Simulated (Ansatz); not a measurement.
Two isomers of CH4Cl2SSn: A = `[CH3][Sn]([SH])([Cl])[Cl]`, B = `C[S][SnH]([Cl])[Cl]`.

Isolated molecules relaxed with PBE0-D4/def2-TZVP in Ansatz; ΔE leaves out vibrations. CCSD(T)/CBS adds triple-zeta CCSD(T) − MP2 to the extrapolated MP2 energy (def2 sets, frozen cores). Functionals use def2-TZVPP. B3LYP here is the variant with VWN-RPA as its local correlation; programs differ in this. def2 core potentials past Kr. For Sn outer-core shells are correlated without core-valence functions, which leaves a few kJ/mol of doubt a bond. Each species was taken in one conformer, which may not be the lowest.

Question: Which isomer does CCSD(T)/CBS put lower? Give the gap. (An estimate is asked.)

Answer: Computed: A, by 56.6 kJ/mol.

Question: Give E(B) − E(A) in kJ/mol with CCSD(T)/def2-TZVPP, MP2/def2-TZVPP, PBE-D4, B3LYP-D4, CCSD/def2-TZVPP, B2PLYP, CCSD(T)/def2-SVP. (Estimate.)

Answer: Ansatz gave: CCSD(T)/def2-TZVPP 57.9, MP2/def2-TZVPP 61.1, PBE-D4 49.4, B3LYP-D4 51.2, CCSD/def2-TZVPP 58.0, B2PLYP 55.6, CCSD(T)/def2-SVP 50.6. None reverses the order clearly.

Largest T1 diagnostic: 0.011.

Leaving LDA and LC-ωPBE aside and taking each functional with its dispersion term where it has one, the values, not all of them listed here, spread over 8.7 kJ/mol, from revPBE-D4 to B2PLYP. LDA lies −4.1 kJ/mol from PBE without D4. In def2-TZVPP, CCSD(T) changes the Hartree–Fock value by +5.6 kJ/mol (the triples alone add −0.1 kJ/mol) and MP2 by +8.8 kJ/mol.
